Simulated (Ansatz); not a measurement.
`C[Si](C)([SiH3])Cl` + H₂O → `C[Si](C)(O)[SiH3]` + HCl  (formal hydrolysis of the Si–Cl bond)

Isolated molecules relaxed with PBE0-D4/def2-TZVP in Ansatz; ΔE leaves out vibrations. CCSD(T)/CBS is the MP2 limit (def2-TZVPP, def2-QZVPP) plus CCSD(T) − MP2 in def2-TZVPP, frozen cores. This one scheme is used for every species. DFT in def2-TZVPP. Each species was taken in one conformer, which may not be the lowest.

| species | PBE0-D4 energy (Eh) |
| --- | --- |
| `C[Si](C)([SiH3])Cl` | -1120.46716 |
| H₂O | -76.38097 |
| `C[Si](C)(O)[SiH3]` | -736.17435 |
| HCl | -460.66564 |

Task: Work out ΔE.

Result: ΔE = (-736.17435) + (-460.66564) − (-1120.46716) − (-76.38097) = 0.00814 Eh = +5.1 kcal/mol. CCSD(T)/CBS gives +4.5 kcal/mol.

Largest T1 diagnostic among the species: 0.011.

The D4 term adds +1.0 kcal/mol with B3LYP and +0.6 kcal/mol with PBE0; it sums over pairs of atoms, weighted by their polarisabilities, and B3LYP, whose exchange is more repulsive, gets the larger term.

B3LYP here is the variant with VWN-RPA as its local correlation; programs differ in this.
